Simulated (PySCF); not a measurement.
This PySCF input asks for the NMR shieldings of SMILES C#CC[C@H]1CCS[SiH2]1, C6H10SSi; the geometry comes from GFN2-xTB.

```python
import basis_set_exchange as bse
import numpy as np
from pyscf import gto, dft
from pyscf.prop import nmr

atoms = """
C     2.101832   -0.932370    1.956974
C     1.825119   -0.834033    0.796783
C     1.458548   -0.718656   -0.599320
C     0.134038    0.027965   -0.789625
C    -1.027995   -0.707354   -0.122281
C    -2.273952    0.156795   -0.154616
S    -1.915207    1.809838    0.557313
Si    0.125051    1.804464   -0.085263
H     2.360017   -1.017849    2.970042
H     2.255551   -0.191299   -1.131555
H     1.378059   -1.726267   -1.022827
H    -0.063275    0.075309   -1.867648
H    -0.764909   -0.925293    0.916329
H    -1.234965   -1.656608   -0.626050
H    -2.624469    0.314458   -1.175310
H    -3.082473   -0.266312    0.438182
H     0.998665    1.995770    1.061511
H     0.341606    2.797759   -1.134295
"""
names = dict.fromkeys(["C", "S", "Si", "H"], "pcSseg-1")
basis = {el: gto.basis.parse(bse.get_basis(n, elements=[el], fmt="nwchem")) for el, n in names.items()}
mol = gto.M(atom=atoms, basis=basis, charge=0, verbose=0)
mf = dft.RKS(mol, xc="PBE0")
mf.grids.level = 2
mf.grids.alignment = dft.numint.BLKSIZE   # the property module wants whole blocks of grid points
mf.conv_tol = 1e-9
mf.kernel()

calc = nmr.RKS(mf)   # GIAO
C = mf.mo_coeff
Co = C[:, mf.mo_occ > 0]
resp = mf.gen_response(singlet=True, hermi=2)
def vind(x):   # induced exchange potential for any number of trial vectors
    d = np.einsum("pi,xij,qj->xpq", C, 2 * x.reshape(-1, C.shape[1], Co.shape[1]), Co, optimize=True)
    return np.einsum("xpq,pi,qj->xij", resp(d - d.transpose(0, 2, 1)), C, Co, optimize=True).ravel()
mo1, _ = nmr.rhf.solve_mo1(calc, with_cphf=vind)
sigma = calc.kernel(mo1)
for i, s in enumerate(sigma):   # ppm
    print("%2d %-2s %9.2f" % (i, mol.atom_pure_symbol(i), np.trace(s) / 3))
```

Q: What are the results?

A: 
```
 0 C     108.17
 1 C      99.96
 2 C     165.78
 3 C     155.54
 4 C     147.77
 5 C     147.87
 6 S     666.23
 7 Si    365.56
 8 H      30.22
 9 H      29.03
10 H      28.94
11 H      30.24
12 H      29.49
13 H      29.80
14 H      28.86
15 H      28.71
16 H      26.56
17 H      26.95
```

These numbers come from an equivalent density-fitted implementation of the same equations, which agrees with the script to about 0.01 ppm for H and up to a few tenths of a ppm for heavy atoms, so last digits may differ.

Q: Turn these shieldings into chemical shifts. Chemical shifts δ = σref − σ; 13C (186.93 ppm) and 29Si (349.16 ppm) and 1H (31.72 ppm) vs TMS; CS2 for 33S (503.73 ppm), all at this level.

A: Averaging equivalent atoms: C 1: 87.0; C 0: 78.8; C 4: 39.2; C 5: 39.1; C 3: 31.4; C 2: 21.1; S 6: -162; Si 7: -16.4; H 16: 5.16; H 17: 4.77; H 15: 3.01; H 14: 2.86; H 10: 2.78; H 9: 2.69; H 12: 2.23; H 13: 1.92; H 8: 1.49; H 11: 1.47 ppm. 

Size and cost of the density-fitted run: 200 basis functions, 67 s wall time on 1 thread of an Arm Neoverse N1, shared host; peak memory 0.9 GiB.
